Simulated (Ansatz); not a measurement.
Isomers of B$_{7}$H$_{6}$Br²⁻ (singlet), relaxed with r2SCAN-D4/def2-SVPD; total energies from Ansatz at B2PLYP/def2-TZVPD.

| isomer | description | energy (Eh) |
| --- | --- | --- |
| A | [closo-1-(Br)B7H6]2- (B7H6Br²⁻) | -2751.26115 |
| B | [closo-2-(Br)B7H6]2- (B7H6Br²⁻) | -2751.26236 |

Correlated methods freeze 16 core orbitals; core or outer-core shells of Br are correlated, in sets that lack core-valence functions. A multiply charged anion in the gas phase is held together partly by the finite basis.

**Question.** Work out the relative energies (1 Eh = 2625.5 kJ/mol) and the Boltzmann populations at 1200 K from electronic energies alone (R = 8.314 J/mol/K).

**Answer.** ΔE: A 3.2, B 0.0 kJ/mol. RT = 9.98 kJ/mol. Factors exp(−ΔE/RT): A 0.726, B 1; sum 1.726. Populations: A 42.1 %, B 57.9 %. Zero-point energy, vibrational entropy and symmetry numbers are left out and can shift these; an error of 4 kJ/mol changes a ratio by a factor of 1.5. Over the other density-functional and correlated levels in def2 sets, the gap between B and A ranges from -1 to 3 kJ/mol.
